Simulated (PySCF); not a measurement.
Job file and geometry (Å, from GFN2-xTB) of an NMR shielding run on `[SiH2]([C@@](C)(CC#N)CC=O)N`, C₆H₁₂N₂OSi, GIAO PBE0/pcSseg-1 NMR shielding, non-relativistic, gas phase (PySCF 2.14.0, density-fitted response routines); density fitting, a coarse starting grid and PySCF grid level 2 are the driver's defaults:

```
$ OMP_NUM_THREADS=1 python probes_run.py task.json out

{"job": {"kind": "nmr", "xc": "PBE0", "basis": "pcSseg-1"}, "charge": 0, "multiplicity": 1}
C     -1.657052     0.670188    -0.481639
C     -0.349497    -0.076379    -0.232683
C     -0.418716    -1.453248    -0.919888
C     -1.442805    -2.287858    -0.351570
N     -2.257458    -2.935090     0.125246
C     -0.185781    -0.297952     1.273574
C      0.186517     0.951906     1.990177
O      0.755068     1.881337     1.481571
Si     1.121265     0.915495    -0.980840
N      2.561873     0.319595    -0.236152
H     -2.513981     0.105845    -0.109692
H     -1.642121     1.637682     0.015718
H     -1.799308     0.843359    -1.546688
H     -0.631563    -1.323942    -1.984103
H      0.540166    -1.970935    -0.825103
H      0.635571    -1.001401     1.455248
H     -1.085028    -0.731928     1.720609
H     -0.071326     0.975576     3.065734
H      0.835106     2.344491    -1.059553
H      1.264265     0.412257    -2.359332
H      3.410763     0.452815    -0.762079
H      2.733631     0.587573     0.720594
```

Question: What does the program print?

Answer: 
```
coarse grid: 18792 points
cycle   1  E = -709.1740772432  dE =  1.341e+00  |g| = 8.970e-01  |ddm| = 4.256e+00
cycle   2  E = -708.7210041493  dE =  4.531e-01  |g| = 1.758e+00  |ddm| = 2.312e+00
cycle   3  E = -709.3341538831  dE = -6.131e-01  |g| = 2.166e-01  |ddm| = 1.715e+00
cycle   4  E = -709.3432808985  dE = -9.127e-03  |g| = 8.289e-02  |ddm| = 2.429e-01
cycle   5  E = -709.3445708610  dE = -1.290e-03  |g| = 3.237e-02  |ddm| = 8.918e-02
cycle   6  E = -709.3447611015  dE = -1.902e-04  |g| = 1.187e-02  |ddm| = 2.946e-02
cycle   7  E = -709.3447886073  dE = -2.751e-05  |g| = 3.217e-03  |ddm| = 1.001e-02
cycle   8  E = -709.3447906519  dE = -2.045e-06  |g| = 6.510e-04  |ddm| = 2.774e-03
final grid: 176832 points
cycle   9  E = -709.4116176795  dE = -5.771e-05  |g| = 1.295e-02  |ddm| = 4.659e-02
cycle  10  E = -709.4115520256  dE =  6.565e-05  |g| = 2.257e-02  |ddm| = 2.740e-02
cycle  11  E = -709.4116509785  dE = -9.895e-05  |g| = 3.081e-03  |ddm| = 1.856e-02
cycle  12  E = -709.4116528463  dE = -1.868e-06  |g| = 4.229e-04  |ddm| = 2.633e-03
cycle  13  E = -709.4116528786  dE = -3.237e-08  |g| = 1.925e-04  |ddm| = 5.422e-04
cycle  14  E = -709.4116528847  dE = -6.032e-09  |g| = 1.025e-04  |ddm| = 1.861e-04
cycle  15  E = -709.4116528867  dE = -2.069e-09  |g| = 2.927e-05  |ddm| = 9.094e-05
cycle  16  E = -709.4116528869  dE = -1.828e-10  |g| = 5.310e-06  |ddm| = 2.499e-05
converged SCF energy = -709.4116528869

GIAO shielding tensors (ppm)
atom      isotropic    diamagn.    paramagn.     s11        s22        s33       span
  0 C      164.671     248.967     -84.295    149.705    157.111    187.199     37.494
  1 C      164.960     253.125     -88.164    155.884    164.434    174.563     18.679
  2 C      158.840     249.494     -90.654    141.156    157.592    177.772     36.616
  3 C       63.180     261.489    -198.309    -52.417    -49.101    291.060    343.478
  4 N      -33.398     341.146    -374.544   -206.709   -195.428    301.944    508.653
  5 C      130.511     257.437    -126.926    102.822    120.556    168.155     65.333
  6 C      -28.367     249.416    -277.782   -123.552    -59.914     98.366    221.919
  7 O     -333.860     405.752    -739.612   -917.825   -440.817    357.063   1274.888
  8 Si     371.719     881.091    -509.372    324.499    358.293    432.366    107.867
  9 N      258.611     316.523     -57.912    226.248    263.998    285.589     59.341
 10 H       30.314      32.470      -2.155     25.935     29.114     35.894      9.959
 11 H       30.732      32.277      -1.545     26.035     29.370     36.791     10.757
 12 H       31.018      31.564      -0.546     26.650     28.090     38.315     11.665
 13 H       29.610      30.088      -0.479     24.163     29.078     35.588     11.425
 14 H       29.085      30.367      -1.282     23.184     29.641     34.429     11.244
 15 H       29.081      34.195      -5.114     25.471     28.537     33.235      7.763
 16 H       28.446      35.140      -6.694     25.196     27.588     32.554      7.358
 17 H       21.471      27.925      -6.453     19.062     19.676     25.676      6.614
 18 H       26.454      30.686      -4.232     23.062     24.541     31.759      8.697
 19 H       27.481      30.990      -3.509     24.399     26.490     31.555      7.156
 20 H       31.472      28.988       2.485     23.803     26.412     44.202     20.399
 21 H       31.903      32.422      -0.519     24.086     30.337     41.285     17.199
```

Size and cost of the density-fitted run: 237 basis functions, 2.1 min wall time on 1 thread of an Arm Neoverse N1, shared host; peak memory 1.1 GiB.
